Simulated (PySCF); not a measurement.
Ligands exchanged one at a time, B CH3-OH. Gas-phase values, no solvent. One relaxed conformer stands for each flexible species; it need not be the lowest. Strings in code marks are SMILES.

The numbers are results of PySCF 2.14.0 with M06-2X/def2-TZVP // PBE0-D3(BJ)/def2-TZVP, not measurements. Excitations are Tamm–Dancoff values on a coarser integration grid. The basis has no diffuse functions, so Rydberg states are missing or too high.

```json
[
 {"species": "0 of 3 CH3 replaced by OH (`CB(C)C`)", "brightest of the four lowest singlets (TDA) (eV)": "8.33", "S1 oscillator strength": "0.000", "HOMO (eV)": "[?]"},
 {"species": "1 of 3 CH3 replaced by OH (`B(C)(C)O` (C–B–O–H torsion 178°))", "brightest of the four lowest singlets (TDA) (eV)": "[?]", "S1 oscillator strength": "0.000", "HOMO (eV)": "-9.75"},
 {"species": "2 of 3 CH3 replaced by OH", "brightest of the four lowest singlets (TDA) (eV)": "8.81", "S1 oscillator strength": "[?]", "HOMO (eV)": "-10.73"},
 {"species": "3 of 3 CH3 replaced by OH", "brightest of the four lowest singlets (TDA) (eV)": "9.43", "S1 oscillator strength": "0.000", "HOMO (eV)": "-10.98"}
]
```

### Question
Some entries are withheld; supply them.

### Answer

- 0 of 3 CH3 replaced by OH (`CB(C)C`), HOMO (eV): -9.77
- 1 of 3 CH3 replaced by OH (`B(C)(C)O` (C–B–O–H torsion 178°)), brightest of the four lowest singlets (TDA) (eV): 8.08
- 2 of 3 CH3 replaced by OH, S1 oscillator strength: 0.001
